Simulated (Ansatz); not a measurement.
FH5OSSi2, SMILES `O[SiH2]S[SiH2]F` at its PBE0-D4/def2-TZVP geometry, where that method's forces vanish. Charge 0, multiplicity 1.

```json
{"atom": "O1", "x (Å)": "1.067", "y (Å)": "-1.792", "z (Å)": "-0.615"}
{"atom": "Si2", "x (Å)": "-0.363", "y (Å)": "-1.082", "z (Å)": "-0.966"}
{"atom": "S3", "x (Å)": "-0.180", "y (Å)": "1.045", "z (Å)": "-1.237"}
{"atom": "Si4", "x (Å)": "-0.046", "y (Å)": "1.507", "z (Å)": "0.818"}
{"atom": "F5", "x (Å)": "1.103", "y (Å)": "0.600", "z (Å)": "1.487"}
{"atom": "H6", "x (Å)": "1.543", "y (Å)": "-1.454", "z (Å)": "0.148"}
{"atom": "H7", "x (Å)": "-0.815", "y (Å)": "-1.638", "z (Å)": "-2.256"}
{"atom": "H8", "x (Å)": "-1.358", "y (Å)": "-1.296", "z (Å)": "0.117"}
{"atom": "H9", "x (Å)": "-1.289", "y (Å)": "1.183", "z (Å)": "1.552"}
{"atom": "H10", "x (Å)": "0.337", "y (Å)": "2.928", "z (Å)": "0.953"}
```

Question: For each bond, give half the difference of the two atoms' forces along it (eV/Å; positive pushes the atoms apart) under PBE-D4, r2SCAN-D4, B3LYP-D4, ωB97M-V in def2-TZVPP. (Best estimate.)

Answer: The calculation gave: 
| bond | length (Å) | PBE-D4 | r2SCAN-D4 | B3LYP-D4 | ωB97M-V |
| --- | --- | --- | --- | --- | --- |
| O1–Si2 | 1.635 | 0.34 | 0.05 | 0.15 | 0.15 |
| O1–H6 | 0.961 | 0.33 | 0.01 | -0.03 | -0.06 |
| Si2–S3 | 2.152 | 0.07 | 0.04 | 0.15 | 0.04 |
| Si2–H7 | 1.476 | 0.06 | -0.03 | -0.18 | -0.18 |
| Si2–H8 | 1.486 | -0.01 | -0.04 | -0.12 | -0.15 |
| S3–Si4 | 2.110 | 0.07 | 0.03 | 0.15 | 0.05 |
| Si4–F5 | 1.610 | 0.52 | 0.05 | 0.21 | 0.19 |
| Si4–H9 | 1.479 | 0.02 | -0.03 | -0.12 | -0.17 |
| Si4–H10 | 1.478 | 0.03 | -0.03 | -0.17 | -0.18 |

B3LYP here is the variant with VWN-RPA as its local correlation; programs differ in this.

Computed with Ansatz.
